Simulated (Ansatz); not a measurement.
Relaxation of F$_{3}$H$_{6}$NW (11 atoms, charge 0, multiplicity 1), to a largest force component of 0.03 eV/Å in at most 50 steps.

Method: RHF/def2-SVP in Ansatz.

```xyz
11
Properties=species:S:1:pos:R:3:forces:R:3
W -0.336 -0.057 -0.047 0.16 -0.06 0.61
H 0.114 -0.048 1.589 -0.46 0.22 -0.71
H 1.015 0.821 0.316 0.06 -0.01 0.02
H -0.553 1.375 0.732 -0.03 0.07 0.04
F -1.895 0.614 -0.826 0.04 -0.02 0.02
F -0.957 -1.725 0.545 0.04 0.01 -0.01
F 0.719 -0.316 -1.572 0.00 -0.02 0.04
N 2.109 -1.897 1.138 -0.69 0.57 0.53
H 1.565 -2.628 0.721 0.00 -0.03 0.00
H 2.678 -1.418 0.469 0.02 0.08 -0.05
H 1.529 -1.266 1.698 0.88 -0.80 -0.49
```

Q: Where does it end, and by what steps?

A: It converged. The force dipped under the threshold on the way, but the program's further checks kept it going. After 22 steps the energy has fallen by 1.400 eV; N8 moved furthest, 0.72 Å. Joined: W1–N8 (3.28 → 2.31 Å).

| step | energy less start (eV) | largest force component (eV/Å) | accepted |
| --- | --- | --- | --- |
| 0 | 0.0000 | 0.876 | yes |
| 1 | -0.0800 | 0.570 | yes |
| 2 | -0.1061 | 0.560 | yes |
| 3 | -0.1067 | 1.181 | yes |
| 4 | -0.1425 | 0.128 | yes |
| 5 | -0.1479 | 0.256 | yes |
| 6 | -0.1196 | 0.904 | no |
| 7 | -0.1496 | 0.185 | yes |
| 8 | -0.1523 | 0.025 | yes |
| 9 | -0.1521 | 0.338 | no |
| 10 | -0.1541 | 0.097 | yes |
| 11 | -0.1536 | 0.210 | no |
| 12 | -0.1562 | 0.119 | yes |
| 13 | -0.1586 | 0.142 | yes |
| 14 | -0.1644 | 0.259 | yes |
| 15 | -0.1809 | 0.492 | yes |
| 16 | -0.2550 | 0.926 | yes |
| 17 | -0.6316 | 1.672 | yes |
| 18 | -1.1901 | 1.379 | yes |
| 19 | -1.2295 | 2.077 | yes |
| 20 | -1.3683 | 0.615 | yes |
| 21 | -1.3943 | 0.295 | yes |
| 22 | -1.4001 | 0.026 | yes |

```xyz
11
Properties=species:S:1:pos:R:3
W -0.122 -0.174 0.069
H -0.080 -0.064 1.730
H 1.049 0.841 0.677
H -0.638 1.241 0.736
F -1.555 0.310 -1.064
F -0.988 -1.792 0.562
F 1.108 -0.127 -1.379
N 1.604 -1.525 0.786
H 1.223 -2.400 1.111
H 2.219 -1.713 0.009
H 2.169 -1.143 1.526
```

Whether the end is a true minimum wasn't checked by a vibrational analysis.

Time of the run: 78 s on 2 threads of Arm Neoverse N1, with other jobs on the host, peak memory 0.26 GiB.
